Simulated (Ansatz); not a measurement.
Nb4N4. Total charge 0; singlet. Geometry r2SCAN-D4/def2-SVP.

Cartesian coordinates in Å:
```
Nb 0.450 -0.412 1.568
Nb 0.222 -1.722 -0.678
Nb 0.074 2.096 0.022
Nb -1.619 -0.128 0.282
N 0.522 -0.212 -1.761
N 0.072 0.949 -1.437
N -1.039 -1.822 0.964
N 1.319 1.252 1.040
```

In the def2 sets Nb takes a core potential; there is no spin–orbit coupling. The restricted singlet is unstable towards broken spin symmetry at other levels; at LDA (SPW92)/def2-TZVP, PBE-D4/def2-TZVP, r2SCAN-D4/def2-TZVP, PBE0-D4/def2-TZVP this wasn't settled. Another isomer (triplet) lies 1.13 eV lower at PBE0-D4/def2-TZVP; other spin states weren't run for this one.

Problem. Estimate the orbital energies around the gap (eV) in Ansatz with LDA (SPW92)/def2-TZVP, PBE-D4/def2-TZVP, r2SCAN-D4/def2-TZVP, PBE0-D4/def2-TZVP.

Solution. 
| orbital | LDA (SPW92)/def2-TZVP | PBE-D4/def2-TZVP | r2SCAN-D4/def2-TZVP | PBE0-D4/def2-TZVP |
| --- | --- | --- | --- | --- |
| HOMO−9 | -6.96 | -6.67 | -6.79 | -7.76 |
| HOMO−8 | -6.86 | -6.60 | -6.75 | -7.71 |
| HOMO−7 | -6.80 | -6.50 | -6.60 | -7.51 |
| HOMO−6 | -5.56 | -5.30 | -5.38 | -6.12 |
| HOMO−5 | -5.22 | -4.94 | -4.96 | -5.68 |
| HOMO−4 | -4.89 | -4.64 | -4.71 | -5.42 |
| HOMO−3 | -4.82 | -4.55 | -4.56 | -5.25 |
| HOMO−2 | -4.54 | -4.26 | -4.23 | -4.94 |
| HOMO−1 | -4.25 | -3.99 | -3.99 | -4.68 |
| HOMO | -4.07 | -3.83 | -3.87 | -4.54 |
| LUMO | -3.12 | -2.85 | -2.69 | -2.18 |
| LUMO+1 | -2.87 | -2.60 | -2.41 | -1.91 |
| LUMO+2 | -2.70 | -2.43 | -2.18 | -1.72 |
| LUMO+3 | -2.58 | -2.30 | -2.08 | -1.58 |
| LUMO+4 | -2.51 | -2.24 | -2.01 | -1.38 |
| LUMO+5 | -2.29 | -2.05 | -1.84 | -1.29 |
